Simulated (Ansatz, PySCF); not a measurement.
This Ansatz (a first-principles code) input computes a BLYP/def2-TZVPD energy:

Ansatz 0.2 input:
```yaml
crystal:
  periodic: [false, false, false]
  atoms:
    - {symbol: I, position_ang: [-1.58539644, -0.61119836, -2.08769335]}
    - {symbol: Sn, position_ang: [-0.00000000, -0.00000000, -0.00000000]}
    - {symbol: I, position_ang: [0.54790326, 2.63521682, -0.03071067]}
    - {symbol: I, position_ang: [2.29481000, -1.39569005, -0.17721498]}
    - {symbol: I, position_ang: [-1.25731683, -0.62832842, 2.29561900]}
basis:
  gaussian:
    orbitals: def2-TZVPD
hamiltonian:
  xc: {name: BLYP}
output: {forces: true}
```

Problem. Write an input for the same energy in PySCF and say what it gives.

Solution. 
```python
from pyscf import gto, scf, dft

mol = gto.M(
    atom='''
    I    -1.58539644   -0.61119836   -2.08769335
    Sn   -0.00000000   -0.00000000   -0.00000000
    I     0.54790326    2.63521682   -0.03071067
    I     2.29481000   -1.39569005   -0.17721498
    I    -1.25731683   -0.62832842    2.29561900
    ''',
    basis='def2-tzvpd',
    ecp='def2-tzvp',
    charge=0,
    spin=0,
    verbose=4,
)

mf = dft.RKS(mol, xc='blyp').density_fit(auxbasis='def2-universal-jkfit')
mf.grids.level = 3
mf.conv_tol = 1e-9
mf.max_cycle = 100
mf.max_memory = 1500
mf.kernel()
if not mf.converged:
    mf = mf.newton()
    mf.kernel(mf.make_rdm1())
mf.analyze()
```
It gives -1405.05412 Eh, and Ansatz -1405.05407 Eh, a difference of 0.05 mEh, from the treatment of integrals and grids.
